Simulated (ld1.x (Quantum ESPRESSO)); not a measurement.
Transferability test, TM potential for aluminium

| Item | Value |
| --- | --- |
| Element | aluminium (Al) |
| Generator | ld1.x (Quantum ESPRESSO) 7.5 |
| Type | norm-conserving Troullier–Martins (Kleinman–Bylander form) |
| Functional | Wu–Cohen |
| Relativity | scalar-relativistic |
| Frozen core | [Ne] |
| Valence charge | 3 |
| Reference configuration | 3s2 3p1 |
| Partial waves | 3s (bound): rc 1.70 bohr; 3p (bound): rc 1.95 bohr |
| Local potential | all-electron potential smoothed inside 1.30 bohr (lloc = -2) |
| Core correction | Bessel-smoothed model core inside 1.30 bohr |

Energies are relative to the spin-unpolarised reference configuration 3s2 3p1; without spin polarisation the order of configurations can differ from experiment.

```csv
valence configuration,charge,ΔE all-electron (eV),error AE − PS (meV)
3s2 3p0,+1,5.738,+2.3
3s1 3p0,+2,24.931,+18
3s2 3p0.5,+0.5,2.072,+0.4
3s0 3p3,0,10.415,-7.0
3s1 3p1,+1,11.540,+4.4
3s2 3p1.3,-0.3,-0.564,+0.1
3s1 3p2,0,5.129,-1.4
```

Levels in the configuration 3s2 3p0:

```
level  all-electron (eV)  pseudo (eV)
   3s            -14.801      -14.790
```
